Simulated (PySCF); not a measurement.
ClH₈NOSi₃, SMILES [SiH3]O[SiH](N[SiH3])Cl. Heavy atoms are numbered as in [SiH:1]([Cl:2])([NH:3][SiH3:4])[O:5][SiH3:6]. Hydrogens are named by the atom that carries them.

The structure is a stationary point at B3LYP-D3(BJ)/def2-SVP. Other conformers were not sampled.

These are ωB97X/def2-TZVP run with PySCF values and carry that method's errors.

ESP charges are fitted to the potential on shells at 1.4 to 2.0 van der Waals radii. Atomic charges (e), one atom of each kind:

```tsv
atom	IAO	Mulliken	ESP fit
Si1 (SiH)	1.29	0.60	0.26
Cl2	-0.36	-0.25	-0.15
N3 (NH)	-0.98	-0.54	-0.53
Si4 (SiH3)	0.80	0.30	0.26
O5	-0.90	-0.42	-0.19
Si6 (SiH3)	0.91	0.33	0.30
H on Si1	-0.16	-0.03	0.00
H on N3	0.28	0.24	0.35
H on Si4	-0.14	-0.04	-0.06
H on Si6	-0.15	-0.03	-0.05
```

### Question
Give the Mayer and Wiberg (Löwdin basis) orders of the bonds. (Estimate from the structure and the level; the computed values follow.)

### Answer

```csv
bond,Mayer,Wiberg
Si1–Cl2,1.13,1.74
Si1–N3,1.17,1.45
N3–Si4,1.03,1.37
Si1–O5,1.14,1.56
O5–Si6,1.04,1.52
```
